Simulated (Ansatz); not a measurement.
Question: Name a neutral molecule of Al, F, Ga, Si and H with size of the dipole moment (ωB97M-V/def2-TZVPP) between 1.25 and 1.55 D and LUMO energy (ωB97M-V/def2-TZVPP) between -0.65 and -0.35 eV (Ansatz, PBE0-D4/def2-TZVP geometry).

Answer: `[F][Al]([GaH2])[SiH2][SiH3]` (1.46 D, -0.52 eV). Other molecules can fit too; these were computed, each in one conformer that needn't be the lowest.
